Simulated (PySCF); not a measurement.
Zn(H)(OH) (H2OZn), SMILES [ZnH][OH].

The structure is a stationary point at PBE0-D3(BJ)/def2-TZVP.

Calculation: PBE/def2-TZVPD in PySCF.

Symmetry labels are those of the subgroup Cs that the program uses (full group Cs).

Computed valence orbital energies around the gap with their symmetry:
```csv
orbital,symmetry,energy (eV)
HOMO−7,A',-11.93
HOMO−6,A",-11.82
HOMO−5,A',-11.80
HOMO−4,A",-11.80
HOMO−3,A',-10.29
HOMO−2,A',-8.28
HOMO−1,A',-7.31
HOMO,A",-6.70
LUMO,A',-1.32
LUMO+1,A',-1.01
LUMO+2,A",-0.93
LUMO+3,A',0.62
```
